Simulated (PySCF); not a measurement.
C₆ coefficients of unlike pairs at M06-2X

Calculated with PySCF 2.14 from the dipole response of each species, C₆(A,B) = (3/π) ∫ α_A(iu) α_B(iu) du, in atomic units, from isotropic polarisabilities. For ions this is the dispersion term alone; charge-induced terms of lower order in 1/R come first.

```json
{"species": "Ne⁺", "configuration": "[He] 2s2 2p5 (2P)", "basis": "aug-cc-pVDZ-DK (4s3p2d)", "relativity": "spin-free X2C", "α (bohr³)": "1.184", "C₆ (like pair)": "2.052"}
{"species": "S²⁺", "configuration": "[Ne] 3s2 3p2 (3P)", "basis": "x2c-TZVPPall with one added diffuse shell each of s, p, d type (6s6p4d1f)", "relativity": "spin-free X2C", "α (bohr³)": "7.342", "C₆ (like pair)": "26.06"}
{"species": "P²⁺", "configuration": "[Ne] 3s2 3p1 (2P)", "basis": "aug-cc-pwCVDZ (6s5p3d)", "relativity": "none", "α (bohr³)": "9.348", "C₆ (like pair)": "33.28"}
{"species": "Tc", "configuration": "[Kr] 4d5 5s2 (6S)", "basis": "aug-cc-pVTZ-PP with ECP28MDF (6s6p5d3f2g)", "relativity": "core potential", "α (bohr³)": "82.06", "C₆ (like pair)": "919.4"}
```

**Question.** Estimate C₆ for Tc with P²⁺.

**Answer.** The integral gives 161.4. The combination rule 2 C_A C_B / (C_A α_B/α_A + C_B α_A/α_B) gives 154.2 and the geometric mean 174.9.

No spin-orbit coupling is included.

The other pairs:

| pair | C₆ |
| --- | --- |
| Tc, Ne⁺ | 28.36 |
| P²⁺, Ne⁺ | 6.777 |
| S²⁺, Ne⁺ | 6.370 |
| Tc, S²⁺ | 136.7 |
| P²⁺, S²⁺ | 29.25 |
